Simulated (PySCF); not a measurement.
HP2 (SMILES P#[PH+]), charge +1, singlet, at a GFN2-xTB geometry, with bond 3-2 at 2.0 times its length; M062X/6-311G** in PySCF.

Here is a job for PySCF.
```python
from pyscf import gto, scf, dft

mol = gto.M(
    atom='''
P    -0.000000   -0.000000   -1.025967
P     0.000000    0.000000    0.875030
H     0.000000    0.000000    3.653107
''',
    basis='6-311g**',
    charge=1,
    spin=0,
    verbose=4,
)

mf = dft.RKS(mol)
mf.xc = 'm062x'
mf.DIIS = scf.EDIIS
mf.kernel()
```

Question: Predict the main parts of the log of this PySCF run.

Answer: 
```
PySCF version 2.14.0

[INPUT] verbose = 4
[INPUT] num. atoms = 3
[INPUT] num. electrons = 30
[INPUT] charge = 1
[INPUT] spin (= nelec alpha-beta = 2S) = 0
[INPUT] symmetry False subgroup None
[INPUT] Mole.unit = angstrom
[INPUT] Symbol           X                Y                Z      unit          X                Y                Z       unit  Magmom
[...]
nuclear repulsion = 67.1865221972072
number of shells = 28
number of NR pGTOs = 98
number of NR cGTOs = 58
basis = 6-311g**
ecp = {}

******** <class 'pyscf.dft.rks.RKS'> ********
method = RKS
initial guess = minao
damping factor = 0
level_shift factor = 0
DIIS = <class 'pyscf.scf.diis.EDIIS'>
diis_start_cycle = 1
diis_space = 8
diis_damp = 0
SCF conv_tol = 1e-09
SCF conv_tol_grad = None
SCF max_cycles = 50
direct_scf = True
direct_scf_tol = 1e-13
XC library pyscf.dft.libxc version 7.1.2
    S. Lehtola, C. Steigemann, M. J. T. Oliveira, and M. A. L. Marques,  SoftwareX 7, 1–5 (2018)
XC functionals = m062x
    Y. Zhao and D. G. Truhlar,  Theor. Chem. Acc. 120, 215 (2008)
    Y. Zhao and D. G. Truhlar,  Theor. Chem. Acc. 120, 215 (2008)
radial grids:
    Treutler-Ahlrichs [JCP 102, 346 (1995); DOI:10.1063/1.469408] (M4) radial grids

becke partition: Becke, JCP 88, 2547 (1988); DOI:10.1063/1.454033
pruning grids: <function nwchem_prune>
grids dens level: 3
symmetrized grids: False
atomic radii adjust function: <function treutler_atomic_radii_adjust>
small_rho_cutoff = 0
Set gradient conv threshold to 3.16228e-05
Initial guess from minao.
tot grids = 48168
init E= -683.098867192223
[...]
cycle= 1 E= -682.709113981703  delta_E= 0.39  |g|= 0.248  |ddm|= 1.62
[...]
cycle= 2 E= -682.507937187786  delta_E= 0.201  |g|= 0.68  |ddm|= 1.18
[...]
cycle= 3 E= -682.676731160464  delta_E= -0.169  |g|= 0.405  |ddm|= 1.19
[...]
cycle= 4 E= -682.725732618453  delta_E= -0.049  |g|= 0.189  |ddm|= 0.253
[...]
cycle= 5 E= -682.72573262001  delta_E= -1.56e-09  |g|= 0.189  |ddm|= 1.06e-08
[...]
cycle= 6 E= -682.725732612521  delta_E= 7.49e-09  |g|= 0.189  |ddm|= 5.12e-08
[...]
cycle= 7 E= -682.725732613181  delta_E= -6.6e-10  |g|= 0.189  |ddm|= 4.52e-09
[...]
cycle= 8 E= -682.725732614512  delta_E= -1.33e-09  |g|= 0.189  |ddm|= 9.1e-09
[...]
cycle= 9 E= -682.725732617669  delta_E= -3.16e-09  |g|= 0.189  |ddm|= 2.16e-08
[...]
cycle= 10 E= -682.725732613646  delta_E= 4.02e-09  |g|= 0.189  |ddm|= 2.75e-08
[...]
cycle= 11 E= -682.461598598089  delta_E= 0.264  |g|= 0.743  |ddm|= 1.14
[...]
cycle= 12 E= -682.672475701497  delta_E= -0.211  |g|= 0.412  |ddm|= 1.26
[...]
cycle= 13 E= -682.717398100099  delta_E= -0.0449  |g|= 0.219  |ddm|= 0.27
[...]
cycle= 14 E= -682.717398100472  delta_E= -3.73e-10  |g|= 0.219  |ddm|= 2.53e-09
[...]
cycle= 15 E= -682.717398100962  delta_E= -4.91e-10  |g|= 0.219  |ddm|= 3.33e-09
[...]
cycle= 16 E= -682.717398099911  delta_E= 1.05e-09  |g|= 0.219  |ddm|= 7.12e-09
[...]
cycle= 17 E= -682.717398099794  delta_E= 1.17e-10  |g|= 0.219  |ddm|= 7.9e-10
[...]
cycle= 18 E= -682.717398100431  delta_E= -6.38e-10  |g|= 0.219  |ddm|= 4.31e-09
[...]
cycle= 19 E= -682.717398100084  delta_E= 3.47e-10  |g|= 0.219  |ddm|= 2.35e-09
[...]
cycle= 20 E= -682.353026238296  delta_E= 0.364  |g|= 0.863  |ddm|= 1.29
[...]
cycle= 21 E= -682.627349802659  delta_E= -0.274  |g|= 0.521  |ddm|= 1.45
[...]
cycle= 22 E= -682.704753102618  delta_E= -0.0774  |g|= 0.248  |ddm|= 0.398
[...]
cycle= 23 E= -682.704753102604  delta_E= 1.34e-11  |g|= 0.248  |ddm|= 9.21e-11
[...]
cycle= 24 E= -682.704753103743  delta_E= -1.14e-09  |g|= 0.248  |ddm|= 8.13e-09
[...]
cycle= 25 E= -682.704753102576  delta_E= 1.17e-09  |g|= 0.248  |ddm|= 8.32e-09
[...]
cycle= 26 E= -682.704753100031  delta_E= 2.55e-09  |g|= 0.248  |ddm|= 1.82e-08
[...]
cycle= 27 E= -682.704753102345  delta_E= -2.31e-09  |g|= 0.248  |ddm|= 1.65e-08
[...]
cycle= 28 E= -682.704753040739  delta_E= 6.16e-08  |g|= 0.248  |ddm|= 4.39e-07
[...]
cycle= 29 E= -682.178045074126  delta_E= 0.527  |g|= 1.01  |ddm|= 1.49
[...]
cycle= 30 E= -682.545069269472  delta_E= -0.367  |g|= 0.681  |ddm|=  1.7
[...]
cycle= 31 E= -682.686006023041  delta_E= -0.141  |g|= 0.286  |ddm|= 0.57
[...]
cycle= 32 E= -682.686006023492  delta_E= -4.51e-10  |g|= 0.286  |ddm|= 3.46e-09
[...]
cycle= 33 E= -682.68600602316  delta_E= 3.32e-10  |g|= 0.286  |ddm|= 2.55e-09
[...]
cycle= 34 E= -682.686006023485  delta_E= -3.24e-10  |g|= 0.286  |ddm|= 2.48e-09
[...]
cycle= 35 E= -682.68600601237  delta_E= 1.11e-08  |g|= 0.286  |ddm|= 8.52e-08
[...]
cycle= 36 E= -682.686006023075  delta_E= -1.07e-08  |g|= 0.286  |ddm|= 8.2e-08
[...]
cycle= 37 E= -682.686006022862  delta_E= 2.13e-10  |g|= 0.286  |ddm|= 1.64e-09
[...]
cycle= 38 E= -681.936006941148  delta_E= 0.75  |g|= 1.17  |ddm|= 1.72
[...]
cycle= 39 E= -682.424356865175  delta_E= -0.488  |g|= 0.866  |ddm|= 1.98
[...]
cycle= 40 E= -682.663808893762  delta_E= -0.239  |g|= 0.327  |ddm|= 0.75
[...]
cycle= 41 E= -682.663808883502  delta_E= 1.03e-08  |g|= 0.327  |ddm|= 7.75e-08
[...]
cycle= 42 E= -682.66380888216  delta_E= 1.34e-09  |g|= 0.327  |ddm|= 1.01e-08
[...]
cycle= 43 E= -682.663808878776  delta_E= 3.38e-09  |g|= 0.327  |ddm|= 2.55e-08
[...]
cycle= 44 E= -682.663808893998  delta_E= -1.52e-08  |g|= 0.327  |ddm|= 1.15e-07
[...]
cycle= 45 E= -682.663808890517  delta_E= 3.48e-09  |g|= 0.327  |ddm|= 2.63e-08
[...]
cycle= 46 E= -682.66380889436  delta_E= -3.84e-09  |g|= 0.327  |ddm|= 2.9e-08
[...]
cycle= 47 E= -681.667053847841  delta_E= 0.997  |g|= 1.33  |ddm|= 1.92
[...]
cycle= 48 E= -682.296542862351  delta_E= -0.629  |g|= 1.03  |ddm|= 2.23
[...]
cycle= 49 E= -682.641888066286  delta_E= -0.345  |g|= 0.368  |ddm|= 0.87
[...]
cycle= 50 E= -682.641888058759  delta_E= 7.53e-09  |g|= 0.368  |ddm|= 4.57e-08
SCF not converged.
SCF energy = -682.641888058759
```

The run did not converge; its last values are not results.
